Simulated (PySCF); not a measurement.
# Mayer bond orders and bond lengths

Compound: C₉H₁₁N.
Numbering: `[cH:1]1[cH:2][cH:3][c:4]([CH:5]2[CH2:6][CH2:7][CH2:8]2)[n:9][cH:10]1` (hydrogens: H11 on C1; H12 on C2; H13 on C3; H14 on C5; H15, H16 on C6; H17, H18 on C7; H19, H20 on C8; H21 on C10)

Structure used (GFN2-xTB), in Å, numbered top down from 1:
```xyz
21
C9H11N angstrom
C      3.1439   -0.0168   -0.4545
C      2.7527    1.0610    0.3241
C      1.4099    1.2195    0.6191
C      0.4954    0.2920    0.1247
C     -0.9672    0.4035    0.4058
C     -1.6567   -0.8638    0.9572
C     -2.7799   -0.6923   -0.0729
C     -1.9071    0.3256   -0.8173
N      0.8784   -0.7388   -0.6214
C      2.1594   -0.8853   -0.8997
H      4.1802   -0.1788   -0.7076
H      3.4830    1.7669    0.6946
H      1.0719    2.0487    1.2229
H     -1.1662    1.2817    1.0224
H     -1.9430   -0.8313    2.0065
H     -1.0529   -1.7479    0.7688
H     -3.6768   -0.2462    0.3530
H     -3.0586   -1.5832   -0.6307
H     -1.3978   -0.1114   -1.6727
H     -2.3832    1.2586   -1.1115
H      2.4056   -1.7448   -1.5111
```

Bond orders from the PBE0/pcSseg-1 density (PySCF). Geometry: GFN2-xTB, one conformer, isolated molecule.

Question: How far do the computed orders between heavy atoms stray from the drawn ones?

Answer: The largest departure is 0.165, at C3–C4 (drawn aromatic, 1.335), counting aromatic bonds as 1.5. The bonds drawn aromatic range from 1.33 to 1.51.

Question: Set the Mayer orders of the bonds beside their lengths.

Answer: 
```csv
bond,drawn as,length (Å),Mayer order
C1–C2,aromatic,1.386,1.423
C2–C3,aromatic,1.384,1.445
C3–C4,aromatic,1.393,1.335
C4–C5,single,1.494,0.965
C5–C6,single,1.544,0.998
C6–C7,single,1.534,1.046
C7–C8,single,1.534,1.046
C4–N9,aromatic,1.329,1.451
N9–C10,aromatic,1.319,1.512
C10–C1,aromatic,1.386,1.390
C8–C5,single,1.544,0.998
C1–H11,single,1.079,0.967
C2–H12,single,1.081,0.973
C3–H13,single,1.080,0.970
C5–H14,single,1.091,0.948
C6–H15,single,1.088,0.960
C6–H16,single,1.087,0.936
C7–H17,single,1.089,0.947
C7–H18,single,1.087,0.959
C8–H19,single,1.087,0.936
C8–H20,single,1.088,0.960
C10–H21,single,1.083,0.974
```

Bonds between the same two heavy elements. C–C: lowest C4–C5 (0.965, 1.494 Å), highest C2–C3 (1.445, 1.384 Å); in 4 of the 36 pairs the longer bond (by over 0.003 Å) has the higher order (by 0.02 or more). C–N: lowest C4–N9 (1.451, 1.329 Å), highest N9–C10 (1.512, 1.319 Å).

Question: Sum the orders of all bonds at each heavy atom with more than one neighbour and set the sums beside the valence in the SMILES.

Answer: C1 3.780 (drawn 4), C2 3.841 (drawn 4), C3 3.750 (drawn 4), C4 3.751 (drawn 4), C5 3.909 (drawn 4), C6 3.940 (drawn 4), C7 3.998 (drawn 4), C8 3.940 (drawn 4), N9 2.963 (drawn 3), C10 3.876 (drawn 4). Orders between atoms that aren't bonded are not in these sums.

For a closed shell the Mayer order of atoms A and B is Σ (PS)μν (PS)νμ over the basis functions μ on A and ν on B, with P the density and S the overlap matrix.
